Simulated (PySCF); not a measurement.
# Vertical excitation energies

C6H7ClN (charge +1).
SMILES: `Clc1c[n+](ccc1)C`

Level of theory: TDDFT PBE0/def2-SVPD, vertical, gas phase, core orbitals frozen in the response (PySCF 2.14.0, density-fitted response routines). Geometry: GFN2-xTB; no solvent, vibrations or thermal averaging.

Task: List the vertical singlet excitations with oscillator strengths and describe the spectrum.

Result: 

```csv
state,E (eV),E (hartree),f,"main configurations (H = HOMO, L = LUMO)"
S1,4.72,0.1734,0.058,H→L (93%)
S2,5.43,0.1997,0.0003,H-1→L (100%)
S3,5.62,0.2065,0.062,"H→L+1 (68%), H-2→L (28%)"
S4,6.15,0.2261,0.0001,H-1→L+1 (99%)
S5,6.33,0.2327,0.374,"H-2→L (57%), H→L+1 (26%)"
S6,6.80,0.2501,0.134,"H-2→L+1 (55%), H-3→L (34%)"
S7,7.23,0.2656,0.0000,"H→L+2 (88%), H→L+3 (10%)"
S8,7.44,0.2733,0.018,H-4→L (94%)
```

Triplets, Tamm–Dancoff:

```csv
state,E (eV),λ (nm),"main configurations (H = HOMO, L = LUMO)"
T1,3.56,348.0,H→L (95%)
T2,4.05,306.1,"H→L+1 (61%), H-2→L (27%)"
T3,4.48,276.7,"H-2→L (68%), H→L+1 (28%)"
```

The lowest singlet lies at 4.72 eV (263 nm, ultraviolet) and is of moderate strength; its leading configuration is HOMO→LUMO (93%). The most intense listed level is S5 at 6.33 eV (196 nm, f = 0.374), 1.62 eV above S1. Löwdin shares by element: HOMO chlorine 41%, carbon 41% or more (atoms not listed hold the other 18%); LUMO carbon 51% or more, nitrogen 20% (atoms not listed hold the other 29%). The listed states span 2.72 eV, and the widest gap between neighbours is 0.72 eV (S1 to S2). Orbital energies (eV): HOMO-3 -15.01, HOMO-2 -13.69, HOMO-1 -13.51, HOMO -12.44, LUMO -6.89, LUMO+1 -6.01, LUMO+2 -3.71. Of the 8 states listed, 5 reach f = 0.01 and 3 stay under 0.0005. No computed singlet lies in the visible range (380 to 750 nm); the lowest, at 263 nm, stands 1.46 eV above its violet end (3.26 eV). Only the lowest 8 singlets were computed, as vertical energies without vibronic structure.
